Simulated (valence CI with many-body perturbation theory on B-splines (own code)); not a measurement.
**Level structure of Sr⁶⁺**

Method: configuration interaction combined with many-body perturbation theory (CI+MBPT): four valence electrons over a frozen Dirac-Fock core [Ar] 3d10, a basis of 9 s, 9 p, 8 d, 6 f, 3 g, 1 h functions for each j, with the one-electron correlation potential Σ1, the two-electron term Σ2, the three-electron term Σ3, Breit, model QED; selected CI, second order for the rest, scaled by the run's own slope (own B-spline code, finite nucleus).

Against 13 measured levels this calculation errs by 112 cm⁻¹ on average and by 275 at most. These come from a selection out of Sansonetti, J. Phys. Chem. Ref. Data 41, 013102 (2012). Levels without a partner in it may be off by more.

Levels 1 to 35 of 35, with energies above the lowest level, 4s2.4p2 3P_0. "Leading %" is the weight of the configuration and term that name the level; weights of strongly mixed levels are sums over their largest components and can fall short, so below about 35 % the name and the second component can differ from the true leading terms, or belong to a minority configuration. In the jj column 3d3/2^4 stands for four electrons in 3d with j = 3/2. Lifetimes count E1, E2, E3, M1 and M2 decay at the calculated energies, and are blank where another channel may lead or the interval is too uncertain; long ones can be off by a factor of two.

| No. | Configuration | Term | J | E (cm⁻¹) | Leading % | g | Leading jj | Lifetime |
| --- | --- | --- | --- | --- | --- | --- | --- | --- |
| 1 | 4s2.4p2 | 3P | 0 | 0 | 92 |  | 4s^2 4p1/2^2 (84 %) |  |
| 2 | 4s2.4p2 | 3P | 1 | 6832 | 97 | 1.501 | 4s^2 4p1/2 4p3/2 (97 %) | 183 ms |
| 3 | 4s2.4p2 | 3P | 2 | 12542 | 82 | 1.422 | 4s^2 4p1/2 4p3/2 (71 %) | 468 ms |
| 4 | 4s2.4p2 | 1D | 2 | 28413 | 81 | 1.079 | 4s^2 4p3/2^2 (71 %) | 23.2 ms |
| 5 | 4s2.4p2 | 1S | 0 | 51826 | 91 |  | 4s^2 4p3/2^2 (82 %) | 3.73 ms |
| 6 | 4s.4p3 | 5S° | 2 | 129000 | 97 | 1.992 | 4s 4p1/2 4p3/2^2 (52 %) | 64.4 ns |
| 7 | 4s.4p3 | 3D° | 1 | 167640 | 85 | 0.556 | 4s 4p1/2^2 4p3/2 (41 %) | 841 ps |
| 8 | 4s.4p3 | 3D° | 2 | 167820 | 83 | 1.196 | 4s 4p1/2 4p3/2^2 (58 %) | 966 ps |
| 9 | 4s.4p3 | 3D° | 3 | 170260 | 91 | 1.334 | 4s 4p1/2 4p3/2^2 (91 %) | 1.14 ns |
| 10 | 4s.4p3 | 3P° | 0 | 190340 | 92 |  | 4s 4p1/2 4p3/2^2 (92 %) | 382 ps |
| 11 | 4s.4p3 | 3P° | 1 | 191130 | 86 | 1.453 | 4s 4p1/2 4p3/2^2 (63 %) | 374 ps |
| 12 | 4s.4p3 | 3P° | 2 | 192090 | 76 | 1.448 | 4s 4p3/2^3 (50 %) | 421 ps |
| 13 | 4s.4p3 | 1D° | 2 | 212890 | 63 | 1.031 | 4s 4p1/2 4p3/2^2 (46 %) | 219 ps |
| 14 | 4s.4p3 | 3S° | 1 | 233150 | 71 | 1.747 | 4s 4p1/2 4p3/2^2 (55 %) | 31.9 ps |
| 15 | 4s.4p3 | 1P° | 1 | 247850 | 65 | 1.244 | 4s 4p3/2^3 (56 %) | 43.4 ps |
| 16 | 4s2.4p.4d | 3F° | 2 | 254110 | 94 | 0.674 | 4s^2 4p1/2 4d3/2 (78 %) | 1.09 ns |
| 17 | 4s2.4p.4d | 3F° | 3 | 258770 | 95 | 1.086 | 4s^2 4p1/2 4d5/2 (55 %) | 1.34 ns |
| 18 | 4s2.4p.4d | 3F° | 4 | 265870 | 97 | 1.250 | 4s^2 4p3/2 4d5/2 (97 %) |  |
| 19 | 4s2.4p.4d | 3P° | 2 | 279400 | 38 | 1.226 | 4s^2 4p1/2 4d5/2 (67 %) | 26.9 ps |
| 20 | 4s2.4p.4d | 3P° | 1 | 284860 | 44 | 1.005 | 4s^2 4p1/2 4d3/2 (68 %) | 21.5 ps |
| 21 | 4s2.4p.4d | 1D° | 2 | 287900 | 34 | 1.179 | 4s^2 4p3/2 4d5/2 (41 %) | 24.8 ps |
| 22 | 4s2.4p.4d | 3P° | 0 | 290540 | 90 |  | 4s^2 4p3/2 4d3/2 (90 %) | 27.9 ps |
| 23 | 4s2.4p.4d | 3P° | 1 | 292820 | 45 | 1.006 | 4s^2 4p3/2 4d3/2 (79 %) | 21.4 ps |
| 24 | 4s2.4p.4d | 3D° | 3 | 294180 | 86 | 1.323 | 4s^2 4p3/2 4d5/2 (53 %) | 18.3 ps |
| 25 | 4s2.4p.4d | 3D° | 2 | 294550 | 62 | 1.256 | 4s^2 4p3/2 4d3/2 (48 %) | 20.0 ps |
| 26 | 4s2.4p.4d | 1F° | 3 | 315700 | 93 | 1.008 | 4s^2 4p3/2 4d3/2 (38 %) | 16.0 ps |
| 27 | 4s2.4p.4d | 1P° | 1 | 321480 | 84 | 0.990 | 4s^2 4p3/2 4d5/2 (65 %) | 24.1 ps |
| 28 | 4p4 | 3P | 2 | 350870 | 60 | 1.427 | 4p1/2^2 4p3/2^2 (67 %) | 175 ps |
| 29 | 4p4 | 3P | 1 | 360230 | 68 | 1.500 | 4p1/2 4p3/2^3 (68 %) | 162 ps |
| 30 | 4p4 | 3P | 0 | 361400 | 64 |  | 4p1/2^2 4p3/2^2 (40 %) | 157 ps |
| 31 | 4p4 | 1D | 2 | 366030 | 61 | 1.073 | 4p1/2 4p3/2^3 (66 %) | 277 ps |
| 32 | 4s2.4p.5s | 3P° | 0 | 373460 | 96 |  | 4s^2 4p1/2 5s (96 %) | 46.4 ps |
| 33 | 4s2.4p.5s | 3P° | 1 | 374730 | 77 | 1.401 | 4s^2 4p1/2 5s (94 %) | 38.7 ps |
| 34 | 4s.4p2.4d | 5F | 1 | 378280 | 95 | 0.038 | 4s 4p1/2^2 4d3/2 (44 %) | 8.72 ns |
| 35 | 4s.4p2.4d | 5F | 2 | 379770 | 92 | 1.030 | 4s 4p1/2 4p3/2 4d3/2 (42 %) | 7.64 ns |

Names give the largest LS component (configuration and term), which can be under half, so a name can repeat, a term be missing and a line seem to break the LS rules; names also repeat where a configuration has a term twice.

The ionisation energy to 4s2.4p 2P°_1/2 of the next ion comes out as 105.02 eV (NIST: 104 ± 2 eV (theoretical)). All 35 levels together are meant to be complete up to 380680 cm⁻¹.
